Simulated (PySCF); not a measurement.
SiF₄.
Geometry (GFN2-xTB, Å), atoms numbered from 1 in this order:
```xyz
5
SiF4 angstrom
F     -1.255   -0.028   -0.937
Si     0.002    0.001   -0.003
F      1.290   -0.258   -0.855
F      0.107    1.401    0.690
F     -0.135   -1.113    1.089
```

Theory: PySCF, TDDFT CAM-B3LYP/def2-SVPD, vertical, gas phase, core orbitals frozen in the response.

| state | E (eV) | ν̃ (cm⁻¹) | f | symmetry | main configurations (H = HOMO, L = LUMO) |
| --- | --- | --- | --- | --- | --- |
| S1 | 11.12 | 89700 | 0.0000 | – | H-2/H-1/H→L (≥91%) |
| S2 | 11.12 | 89710 | 0.0000 | – | H-2/H-1/H→L (≥90%) |
| S3 | 11.12 | 89710 | 0.0000 | – | H-2/H-1/H→L (≥88%) |
| S4 | 12.29 | 99110 | 0.224 | T2 | H-3→L (91%) |
| S5 | 12.29 | 99110 | 0.224 | T2 | H-4→L (92%) |
| S6 | 12.29 | 99120 | 0.224 | T2 | H-5→L (91%) |

Triplets (Tamm–Dancoff): T1 10.80 eV, H-2/H-1/H→L (≥85%); T2 10.80 eV, H-2/H-1/H→L (≥79%); T3 10.80 eV, H-2/H-1/H→L (≥85%).

The lowest singlet level (S1/S2/S3) lies at 11.12 eV (111 nm, vacuum ultraviolet) and is dark (f under 0.0005). The most intense listed level is S4/S5/S6 at 12.29 eV (101 nm, f = 0.672 summed), 1.17 eV above S1. It is the last of those listed, so stronger ones may follow. S1/S2/S3 and S4/S5/S6 lie within about 0.01 eV of each other in each set; the point group Td has degenerate representations, and within a degenerate level the listed configurations can mix freely. Löwdin shares by element: HOMO (one of a set within 0.03 eV) fluorine 100%; LUMO silicon 65%, fluorine 26% or more. The listed states span 1.17 eV, and the widest gap between neighbours is 1.17 eV (S3 to S4). The oscillator strengths of these states sum to 0.672; summed over the whole spectrum of an exact calculation they would give the number of electrons, 50 (Thomas–Reiche–Kuhn). Weighted by f, the mean energy of these states is 12.29 eV. No computed singlet lies in the visible range (380 to 750 nm); the lowest, at 111 nm, stands 7.86 eV above its violet end (3.26 eV). Symmetry labels in Td follow from the direction of the transition dipole and are given only for states with f of 0.002 or more. Orbitals of the list HOMO-3 to LUMO+2 that lie within 0.01 eV of each other are written together with a slash and their weights summed (≥ marks a lower bound); for degenerate orbitals outside that list single weights are arbitrary. The window holds the lowest 8 singlets. The highest level found (12.32 eV, f 0.0000 so far) is left out, since the window may have cut off a degenerate partner.
